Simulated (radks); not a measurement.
Species: Br I. Configuration: [Ar] 3d10 4s2 4p5. Method: Dirac Kohn-Sham, SOGGA, spin-unpolarised, spherical densities, finite nucleus; open shells fill j = l - 1/2 first; Fermi nuclear charge, rms radius 4.1629 fm; computed with a radial shooting solver on a logarithmic mesh with Libxc functionals.

Spin-orbit splittings of the eigenvalues, e(l+1/2) - e(l-1/2), with zeta = 2 splitting/(2l+1) and mean radii in bohr:

shell  occ.  splitting (eV)  zeta (eV)  <r> j=l-1/2  <r> j=l+1/2
2p        6               ?          ?       0.1628       0.1667
3p        6           6.833      4.555       0.5573       0.5678
3d       10           1.085     0.4340       0.5882       0.5923
4p        5          0.4974     0.3316        2.071        2.120

Estimate the 2p splitting.

Answer. 47.45 eV (zeta = 31.63 eV).
